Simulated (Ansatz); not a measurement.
A further run on Mn₂O₂⁻ (the lowest doublet isomer of a short search).

```yaml
crystal:
  periodic: [false, false, false]
  atoms:
    - {symbol: Mn, position_ang: [-0.740074, 0.169445, -1.101906]}
    - {symbol: Mn, position_ang: [0.657005, -0.150395, 0.978167]}
    - {symbol: O, position_ang: [-0.084282, 1.390963, 0.361693]}
    - {symbol: O, position_ang: [0.167351, -1.410012, -0.237954]}
basis:
  gaussian: {orbitals: x2c-TZVPPall, fitting: {mean_field: def2-universal-jkfit}}
total_charge: -1
magnetization: {spin_polarized: true, initial_magnetization: 1}
hamiltonian: {xc: {name: r2SCAN}, dispersion: d4}
output: {forces: true}
```

```sh
$ ansatz run in.yaml --threads 4 --pin off --events-out ev --progress --plain --max-ram 3916MiB
```

It prints (some lines left out):

```
Functional definition: r2SCAN
  name "r2SCAN"
  cite "Furness, Kaplan, Ning, Perdew & Sun, J. Phys. Chem. Lett. 11, 8208 (2020) doi:10.1021/acs.jpclett.0c02405"
  cite "Furness, Kaplan, Ning, Perdew & Sun, J. Phys. Chem. Lett. 11, 9248 (2020) doi:10.1021/acs.jpclett.0c03077"
  parent r2scan
  parameter k0 = 0.174
  parameter k1 = 0.065
  parameter a1 = 4.9479
  exchange = r2scan_x(k0 = k0, k1 = k1, a1 = a1)
  correlation = r2scan_c
682 factors; integrals over basis functions are off by at most 9.1e-1 eV
mean field evaluation 1: about -67121.6379 eV, gradient 9.5e1 eV
mean field evaluation 2: about -66413.1615 eV, gradient 4.1e2 eV
mean field evaluation 4: about -66848.6760 eV, gradient 2.9e2 eV
mean field evaluation 8: about -67146.3278 eV, gradient 4.9e0 eV
mean field evaluation 16: about -67149.0301 eV, gradient 2.0e0 eV
mean field evaluation 32: about -67115.7331 eV, gradient 8.1e1 eV
mean field evaluation 64: about -67101.2632 eV, gradient 9.1e1 eV
mean field evaluation 96: about -66993.2466 eV, gradient 2.2e2 eV
mean field evaluation 128: about -67147.2576 eV, gradient 1.3e1 eV
mean field evaluation 160: about -67150.5894 eV, gradient 3.1e-5 eV
mean field evaluation 192: about -67150.1664 eV, gradient 6.6e0 eV
mean field -67151.06675584 eV, -2467.7561866494 hartree, gradient 1.4e-5 eV, S^2 5.631341; 12 other end points of the search recorded, 0 dependent functions left out
the calculation of the forces begins
reference -67151.06678110 eV, -2467.7561875775 hartree; 34, 33 occupied and 156, 157 virtual orbitals, 682 factors
Total energy: -67151.09115033 eV, -2467.7570831301 hartree
Relativity: scalar
Atom 0 at    -0.740074     0.169445    -1.101906 Å, force     0.117157    -0.026994     0.174486 eV/Å
Atom 1 at     0.657005    -0.150395     0.978167 Å, force    -0.464143     0.105988    -0.690959 eV/Å
Atom 2 at    -0.084282     1.390963     0.361693 Å, force     0.221622    -0.575318     0.143513 eV/Å
Atom 3 at     0.167351    -1.410012    -0.237954 Å, force     0.125363     0.496325     0.372959 eV/Å
Dipole moment:     0.339476    -0.077667     0.505426 e Å
```

It took 71 s on 4 threads of Arm Neoverse V2 on a shared host.

DK, ANO-RCC and x2c sets are all-electron and run with scalar relativity unless a key says otherwise. The highest occupied level of an anion often lies above zero with these methods, and sets without diffuse functions describe the outer electron poorly. The charge -1 doublet is spin-contaminated (final ⟨S²⟩ up to 5.63, 0.75 for a pure state).

The dipole of an ion depends on the origin.
